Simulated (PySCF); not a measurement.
TcO4 (charge -1 and singlet state).
Numbering: `[O:1]=[Tc:2](=[O:3])(=[O:4])[O-:5]`
Bond orders are those of one Lewis drawing.

Computed by this run: PBE0-D3(BJ)/def2-SVP geometry optimisation, gas phase, def2 core potentials past Kr in PySCF; density fitting, grid level 1; the optimiser is geomeTRIC in internal coordinates, started from a GFN2-xTB structure with every atom displaced at random (about 0.01 Å).

Step 0: E = -10375.6323 eV
```
atom  x, y, z in Å  |  force x, y, z in eV/Å
O1      0.3358   -1.1832    1.1289   -0.026  -0.358   0.446
Tc2    -0.0100    0.0230   -0.0055    1.618  -0.661  -0.197
O3     -0.3784    1.4546    0.7689   -0.373   1.430   0.841
O4      1.3643    0.2449   -0.9810    0.059   0.081  -0.157
O5     -1.3086   -0.4383   -0.9489   -1.278  -0.492  -0.933
```

Step 1: E = -10375.6698 eV
```
atom  x, y, z in Å  |  force x, y, z in eV/Å
O1      0.3220   -1.1927    1.1532    0.058   0.222  -0.287
Tc2     0.0130    0.0146   -0.0092   -0.859   0.381   0.088
O3     -0.3773    1.4775    0.7939    0.254  -0.659  -0.371
O4      1.3709    0.2571   -1.0048   -0.104  -0.101   0.170
O5     -1.3256   -0.4555   -0.9707    0.651   0.157   0.400
```

Task: Estimate the geometry and energy of step 2. (The exact step hangs on the optimiser's Hessian estimate; all steps are aligned on step 1, rigid shifts and turns removed.)

Result: E = -10375.6833 eV, largest force 0.305 eV/Å
```
atom  x, y, z in Å  |  force x, y, z in eV/Å
O1      0.3289   -1.1837    1.1371    0.024  -0.167   0.179
Tc2    -0.0021    0.0213   -0.0075    0.162  -0.060  -0.028
O3     -0.3706    1.4700    0.7883   -0.091   0.257   0.130
O4      1.3614    0.2486   -0.9894    0.155   0.039  -0.122
O5     -1.3145   -0.4554   -0.9662   -0.251  -0.070  -0.159
```

The energy changes by -0.0135 eV. The first-order estimate −F·Δx gives -0.0450 eV and the mean of the old and new forces, exact on a quadratic surface, -0.0137 eV. The step makes an angle of 36° with the force vector and moves no atom by more than 0.020 Å.

What follows is the cost of the whole optimisation. On an Intel Xeon Platinum 8259CL at 2.50 GHz with one thread, shared host, this took 23 s and 0.38 GiB of memory at its peak.
